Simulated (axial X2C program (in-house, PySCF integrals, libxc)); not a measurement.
# Nuclear properties of FGeF⁺

Computed with an axial X2C code built on PySCF integrals: two-component X2C with atomic mean-field Coulomb and Gaunt terms, Gaussian nuclei, basis F dyall-av3z, Ge dyall-v3z with contracted cores.

F–Ge–F held linear, with bonds 1.720 and 1.720 Å (near the PBE0 minimum at charge 1 of the determinant lowest at the starting distance; the state shown can have its own minimum elsewhere, held linear; other orders of the atoms were not compared).

Determinant lowest in the PBE0 search, Ω = 1/2 (⟨Sz⟩ = 0.50, ⟨Lz⟩ = 0.00 at PBE0), spin on the atoms F 0.12, Ge 0.27, F 0.12:

```tsv
level	A∥/gI F (MHz)	qzz F (a.u.)	A∥/gI Ge (MHz)	qzz Ge (a.u.)
PBE0	305	1.82	4600	-3.98
HF	384	1.94	4910	-4.65
B3LYP	304	1.83	4540	-3.86
```

A∥ (defined per Ω) follows by multiplying with gI = μI/(I μN); qzz is the electric field gradient, eQq0 = 234.96 MHz × Q/barn × qzz. The operators were transformed with the bare-nucleus X2C matrices; with these basis sets, hyperfine constants and field gradients can be off by tens of per cent, and where levels differ in sign neither size nor sign is settled.

(1) With gI(19F) = 5.2577, gI(73Ge) = -0.1954, Q(73Ge) = -0.196 barn (g factors from the IAEA table of nuclear moments by Stone; Q from Pyykkö, Mol. Phys. 2018), turn the PBE0 values of the first state into constants in MHz.

The molecule was held linear; bending was not examined, so a bent shape may lie lower.

Each state is one determinant with collinear spin. Unrestricted Hartree–Fock can overshoot spin polarisation at the nuclei. The search compared states at one distance, so a state with another bond length can lie lower.

Results:

(1) A∥(19F) = 305 × 5.2577 = 1600 MHz; A∥(73Ge) = 4600 × -0.1954 = -899 MHz; eQq0(73Ge) = 234.96 × (-0.196) × (-3.98) = 183 MHz.
